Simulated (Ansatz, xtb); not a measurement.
# A geometry optimisation of C2H9AlGeO with r2SCAN-D4/def2-SVP

The starting geometry of this gas-phase singlet was built from a drawn formula by distance geometry and a force field; its bonds are those of `[CH3][Al]([GeH3])[CH2]O`.

```xyz
14

C    -1.7636   -0.0691    0.4336
C     0.7746    2.2921    0.5532
Al    0.0963    0.5661    1.0304
Ge    1.3646   -0.9517    2.4336
O     0.9741    3.0238    1.6904
H    -2.5162    0.6730    0.8044
H    -1.9880   -1.0334    0.8069
H    -1.7938   -0.0527   -0.6865
H     1.6792   -2.2600    1.7003
H     2.7183   -0.2094    2.8351
H     0.5916   -1.2232    3.7686
H     0.0169    2.8412   -0.1068
H     1.7072    2.1891   -0.0690
H     1.3189    3.8942    1.3977
```

Question: Where would you expect an optimisation with r2SCAN-D4/def2-SVP to take it?

Answer: A new bond forms, giving a structure given below by its coordinates. Distances that change by over a tenth: C2–O5 (1.37 → 1.53 Å). Contacts that close: Al3–O5 (2.69 → 1.98 Å).

The energy falls by 0.76 eV over 34 steps:

```json
{"step": "1", "E − E(last) (eV)": "0.762"}
{"step": "5", "E − E(last) (eV)": "0.384"}
{"step": "8", "E − E(last) (eV)": "0.366"}
{"step": "12", "E − E(last) (eV)": "0.116"}
{"step": "16", "E − E(last) (eV)": "0.018"}
{"step": "19", "E − E(last) (eV)": "0.010"}
{"step": "23", "E − E(last) (eV)": "0.003"}
{"step": "27", "E − E(last) (eV)": "0.001"}
{"step": "30", "E − E(last) (eV)": "0.000"}
{"step": "34", "E − E(last) (eV)": "0.000"}
```

Final geometry (Å):

```xyz
14

C    -1.8567    0.1750    0.5220
C     0.8948    2.1887    0.1598
Al    0.0094    0.6071    0.9090
Ge    1.5148   -0.7562    2.3153
O     0.2565    2.4803    1.5160
H    -2.3919    1.0382    0.0917
H    -2.4069   -0.1455    1.4228
H    -1.9358   -0.6511   -0.2060
H     2.1640   -1.9592    1.5976
H     2.7100    0.0842    2.8347
H     0.8637   -1.3474    3.5852
H     0.4508    2.8938   -0.5561
H     1.9805    2.3445    0.2305
H     0.9270    2.7275    2.1694
```

From the same start GFN2-xTB reaches the same bonding as this run.

No frequencies were run, so the end isn't proven a minimum. Run with Ansatz 0.2.0, 6.5 min on 2 threads of Intel(R) Xeon(R) Processor @ 2.50GHz (Skylake/Cascade Lake), with other jobs on the host.
